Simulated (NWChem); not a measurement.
System: CH4FInO; SMILES [CH3][In]([OH])[F]

Excerpt of the output:

```
             Northwest Computational Chemistry Package (NWChem) 7.3.0
             --------------------------------------------------------

 C1  symmetry detected

                             Geometry "geometry" -> ""
                             -------------------------

 Output coordinates in angstroms (scale by  1.889725989 to convert to a.u.)

  No.       Tag          Charge          X              Y              Z
 ---- ---------------- ---------- -------------- -------------- --------------
    1 In                  49.0000    -0.02511774    -0.02049367     0.00183218
    2 F                    9.0000     1.69437864     0.94571932    -0.00212513
    3 C                    6.0000    -0.11041580    -2.14769800    -0.00232719
    4 H                    1.0000    -0.30846338    -2.49101741    -1.02710998
    5 H                    1.0000    -0.92215332    -2.48393809     0.65594486
    6 H                    1.0000     0.85077552    -2.54961049     0.34254978
    7 O                    8.0000    -1.48218346     1.33438336    -0.00249496
    8 H                    1.0000    -1.11883471     2.22840291    -0.00811267

 Effective nuclear repulsion energy (a.u.)     384.6574638279

 Summary of "ao basis" -> "ao basis" (spherical)
 ------------------------------------------------------------------------------
       Tag                 Description            Shells   Functions and Types
 ---------------- ------------------------------  ------  ---------------------
 In                         def2-svp                10       26   4s4p2d
 F                          def2-svp                 6       14   3s2p1d
 C                          def2-svp                 6       14   3s2p1d
 H                          def2-svp                 3        5   2s1p
 O                          def2-svp                 6       14   3s2p1d

            General Information
            -------------------
          SCF calculation type: DFT
          Wavefunction type:  closed shell.
          No. of atoms     :     8
          No. of electrons :    48
           Alpha electrons :    24
            Beta electrons :    24
          Charge           :     0
          Spin multiplicity:     1
          Use of symmetry is: off; symmetry adaption is: off
          Maximum number of iterations: 150
          AO basis - number of functions:    88
                     number of shells:    40
          Convergence on energy requested:  1.00D-06
          Convergence on density requested:  1.00D-05
          Convergence on gradient requested:  5.00D-04

              XC Information
              --------------
          PerdewBurkeErnzerhof Exchange Functional  1.000
            Perdew 1991 LDA Correlation Functional  1.000 local
           PerdewBurkeErnz. Correlation Functional  1.000 non-local

             Grid Information
             ----------------
          Grid used for XC integration:  medium
          Radial quadrature: Mura-Knowles
          Angular quadrature: Lebedev.
          Tag              B.-S. Rad. Rad. Pts. Rad. Cut. Ang. Pts.
          ---              ---------- --------- --------- ---------
          In                  1.55      123           9.0       590
          F                   0.50       49          11.0       434
          C                   0.70       49          11.0       434
          H                   0.35       45          12.0       434
          O                   0.60       49          11.0       434
          Grid pruning is: on
          Number of quadrature shells:   450
          Spatial weights used:  Erf1

      Superposition of Atomic Density Guess
      -------------------------------------

 Sum of atomic energies:        -431.65589370

      Non-variational initial energy
      ------------------------------

 Total energy =    -403.498334
 1-e energy   =   -1014.003789
 2-e energy   =     417.199190
 HOMO         =      -0.385793
 LUMO         =      -0.066000

     ---------------------------------------------
      Total Density - Mulliken Population Analysis
     ---------------------------------------------

    Atom       Charge   Shell Charges
 -----------   ------   -------------------------------------------------------
    1 In  21    19.51   2.59 -0.60  0.66  0.28  3.24  2.76  0.41  0.09  9.71  0.38
    2 F    9     9.78   1.99  1.16  0.81  3.58  2.24  0.00
    3 C    6     6.46   1.99  0.95  0.29  1.99  1.24  0.01
    4 H    1     0.86   0.65  0.18  0.03
    5 H    1     0.87   0.65  0.19  0.03
    6 H    1     0.87   0.66  0.18  0.03
    7 O    8     8.98   1.99  1.12  0.69  3.11  2.07  0.00
    8 H    1     0.66   0.53  0.07  0.06

   convergence    iter        energy       DeltaE   RMS-Dens  Diis-err
 ---------------- ----- ----------------- --------- --------- ---------
 d= 0,ls=0.0,diis     1   -405.1832581259 -5.98D+02  3.78D-02  1.24D+00
 d= 0,ls=0.0,diis     2   -403.6886015145  1.49D+00  2.87D-02  1.45D+01
 d= 0,ls=0.0,diis     3   -405.3423732277 -1.65D+00  3.59D-03  3.81D-02
 d= 0,ls=0.0,diis     4   -405.3373850349  4.99D-03  2.33D-03  7.66D-02
 d= 0,ls=0.0,diis     5   -405.3463722847 -8.99D-03  7.79D-04  8.77D-03
  Resetting Diis
 d= 0,ls=0.0,diis     6   -405.3470601623 -6.88D-04  3.19D-04  1.45D-03
 d= 0,ls=0.0,diis     7   -405.3472374346 -1.77D-04  1.32D-04  2.30D-05
 d= 0,ls=0.0,diis     8   -405.3472278037  9.63D-06  8.19D-05  1.05D-04
 d= 0,ls=0.0,diis     9   -405.3472401841 -1.24D-05  1.96D-05  3.09D-06
 d= 0,ls=0.0,diis    10   -405.3472404872 -3.03D-07  3.73D-06  2.89D-07

         Total DFT energy =     -405.347240487178
      One electron energy =    -1017.541616400098
           Coulomb energy =      461.371095904898
    Exchange-Corr. energy =      -42.482984484390
 Nuclear repulsion energy =      193.306264492413

 Numeric. integr. density =       47.999995392319

                       DFT Final Molecular Orbital Analysis
                       ------------------------------------

[...]
```

Level: PBE/def2-SVP with def2 effective core potentials on In. Structure relaxed at the PBE0/def2-SVP level. def2 effective core potentials on In; no spin-orbit coupling.

Task: Write an input that gives this output.

Result: This is not unique; one that fits is the input that was run:
```
start job
memory heap 200 mb stack 900 mb global 1100 mb
geometry units angstroms noautoz
  In    -0.009739    -0.042497     0.005876
  F      1.650169     1.022759    -0.007765
  C      0.029719    -2.171048     0.008120
  H     -0.151826    -2.528533    -1.014874
  H     -0.758380    -2.552229     0.670614
  H      1.014129    -2.514905     0.350263
  O     -1.543685     1.224687     0.003563
  H     -1.233362     2.138433    -0.006066
end
basis spherical
  * library def2-svp
end
ecp
  In library def2-ecp
end
dft
  xc xpbe96 cpbe96
  iterations 150
  mulliken
end
task dft energy
```
